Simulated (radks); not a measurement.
The numbers below are computed, except where a source is named.
A nucleus of charge 50.5 with 50 electrons, configuration [Kr] 4d10 5s2 5p2.

Code: a radial shooting solver on a logarithmic mesh with Libxc functionals. Model: Dirac Kohn-Sham, LDA (Slater exchange, Perdew-Wang correlation), spin-unpolarised, spherical densities, finite nucleus; open shells are shared between the two j in proportion to 2j + 1; Fermi nuclear charge, rms radius 4.6519 fm.

Energy parts (eV):
part                       energy
total                 -172097.322
kinetic                181348.856
electron-nucleus      -417769.094
Hartree                 68739.593
exchange-correlation    -4416.677

Orbitals (lengths in bohr, moments of r in powers of bohr; r(90%) holds 90 % of the orbital's charge):
| orbital | occ. | eigenvalue (eV) | r(90%) | <r^4> | small-component weight |
|---|---|---|---|---|---|
| 1s1/2 | 2 | -29603.66 | 0.0517 | 3.272e-06 | 3.44e-02 |
| 2s1/2 | 2 | -4490.058 | 0.192 | 0.0005660 | 7.29e-03 |
| 2p1/2 | 2 | -4200.132 | 0.171 | 0.0003638 | 7.32e-03 |
| 2p3/2 | 4 | -3959.434 | 0.179 | 0.0004289 | 6.98e-03 |
| 3s1/2 | 2 | -876.1442 | 0.493 | 0.02525 | 2.11e-03 |
| 3p1/2 | 2 | -757.7714 | 0.490 | 0.02439 | 2.06e-03 |
| 3p3/2 | 4 | -713.5972 | 0.506 | 0.02775 | 1.97e-03 |
| 3d3/2 | 4 | -503.5889 | 0.486 | 0.02347 | 1.85e-03 |
| 3d5/2 | 6 | -494.4282 | 0.491 | 0.02445 | 1.83e-03 |
| 4s1/2 | 2 | -144.8234 | 1.17 | 0.8003 | 5.81e-04 |
| 4p1/2 | 2 | -105.0454 | 1.25 | 1.051 | 5.20e-04 |
| 4p3/2 | 4 | -96.8927 | 1.29 | 1.210 | 4.91e-04 |
| 4d3/2 | 4 | -34.2758 | 1.64 | 3.196 | 3.44e-04 |
| 4d5/2 | 6 | -33.1269 | 1.66 | 3.384 | 3.36e-04 |
| 5s1/2 | 2 | -15.5905 | 3.33 | 52.92 | 8.29e-05 |
| 5p1/2 | 0.666667 | -8.1833 | 4.24 | 137.8 | 5.25e-05 |
| 5p3/2 | 1.33333 | -7.5732 | 4.42 | 163.0 | 4.82e-05 |

The highest occupied level is 5p3/2 at -7.573 eV. Summed over all electrons, <r^2> = 53.22 bohr^2, which gives a Langevin (diamagnetic) susceptibility term of -42.2 x 10^-6 cm^3/mol.
